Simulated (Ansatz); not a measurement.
# A geometry optimisation of FNSi2 with B3LYP-D3(BJ)/6-311G**

The starting geometry of this gas-phase singlet was optimised with GFN2-xTB.

```
atom    x (Å)    y (Å)    z (Å)
   F  -0.0792   0.0893  -1.7431
   N   1.3220  -1.2346  -0.0517
  Si  -0.2384  -0.5667  -0.2097
  Si   2.8158  -1.5711  -0.5508
```

Question: Where would you expect an optimisation with B3LYP-D3(BJ)/6-311G** to take it?

Answer: It keeps its bonds.

The energy falls by 0.13 eV over 8 steps:

| step | E − E(last) (eV) |
| --- | --- |
| 1 | 0.133 |
| 2 | 0.103 |
| 3 | 0.063 |
| 4 | 0.021 |
| 5 | 0.002 |
| 6 | 0.000 |
| 7 | 0.000 |
| 8 | 0.000 |

Final geometry (Å):

```xyz
4

F    -0.3502    0.1706   -1.6960
N     1.4424   -1.1430   -0.3466
Si   -0.1797   -0.5740   -0.2418
Si    2.9079   -1.7368   -0.2710
```

Frequencies at the end are all real (lowest 107 cm⁻¹). Run with Ansatz 0.2.0, 13 s on 1 thread of Arm Neoverse V2 (shared host).
